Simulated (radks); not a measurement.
Dynamic dipole polarisability and lines of the gallium ion Ga+, [Ar] 3d10 4s2. Code: a radial shooting solver on a logarithmic mesh with Libxc functionals. Model: scalar-relativistic Kohn-Sham, exchange-only LDA, spin-polarised, spherical densities, finite nucleus; Fermi nuclear charge, rms radius of each element as measured or else 0.836 A^(1/3) + 0.57 fm. Time-dependent linear response with the Hartree and adiabatic exchange-only LDA kernel, continuum included through the Sternheimer equations, no spin-orbit coupling, so fine structure and intercombination lines are absent. Lines are the poles of the dipole polarisability below minus the highest occupied eigenvalue, found on a grid refined at the orbital gaps; the lowest seven at most are given, and weak or close lines can be missed. The first line takes the name of the lowest orbital gap if no other gap lies below it; otherwise a line is named after a gap within 0.6 % of it, if that gap stands alone.

| photon energy (eV) | alpha (bohr^3) |
|---|---|
| 0 | 17.23 |
| 0.761 | 17.34 |
| 1.775 | 17.86 |
| 2.789 | 18.88 |
| 3.803 | 20.61 |
| 4.818 | 23.48 |
| 5.832 | 28.57 |
| 6.846 | 39.08 |
| 7.860 | 71.11 |
| 8.875 | -88130 |
| 9.889 | -57.69 |
| 10.903 | -25.53 |
| 11.917 | -14.63 |
| 12.932 | -8.347 |
| 13.946 | -6.607 |
| 14.960 | -3.662 |

Lines (eV, oscillator strength): 8.874 (139.7 nm, 4s-4p), f = 1.56; 13.337 (92.96 nm, unassigned), f = 0.0160; 14.381 (86.21 nm, 4s-6p), f = 0.00166. Higher lines, where found, are left out when the end of the mesh affects them. Those listed give 86 % of the static polarisability (sum of f/w^2). Orbital energy gaps for comparison: 4s-4p 7.170 eV; 4s-5p 13.251 eV; 4s-6p 14.358 eV. At laser wavelengths: 1550 nm 17.36, 1064 nm 17.50, 780 nm 17.73, 532 nm 18.35, 355 nm 19.98, 266 nm 22.93, 193 nm 33.62 bohr^3. Measured terms reached by dipole lines (averaged over J; NIST Handbook of Basic Atomic Spectroscopic Data, eV): 4s-4p 8.766; those above the model threshold have no computed partner.
